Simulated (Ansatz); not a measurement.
Consider the ligand exchange at the Si–N bond: `C[SiH](F)N[SiH](O)O` + H–F → `C[SiH](F)F` + `N[SiH](O)O`.

Gas-phase electronic energies from Ansatz, PBE0-D4/def2-TZVP geometries. CCSD(T)/CBS adds triple-zeta CCSD(T) − MP2 to the extrapolated MP2 energy (def2 sets, frozen cores). This one scheme is used for every species. Functionals use def2-TZVPP. One conformer a species, not always the lowest.

```tsv
level	ΔE (eV)
PBE	-0.83
r2SCAN	-0.85
HF/def2-TZVPP	-1.00
MP2/def2-TZVPP	-0.75
```

Problem. What does CCSD(T)/CBS give? (Estimate.)

Solution. Computed: -0.76 eV. The listed levels differ from it by -0.07, -0.09, -0.24, 0.01 eV.

Largest T1 diagnostic among the species: 0.011.

In def2-TZVPP, CCSD(T) changes the Hartree–Fock value by +0.24 eV (the triples alone add +0.04 eV) and MP2 by +0.25 eV. The D4 term adds +0.15 eV with B3LYP and +0.09 eV with PBE0; it sums over pairs of atoms, weighted by their polarisabilities, and B3LYP, whose exchange is more repulsive, gets the larger term.

B3LYP here is the variant with VWN-RPA as its local correlation; programs differ in this.
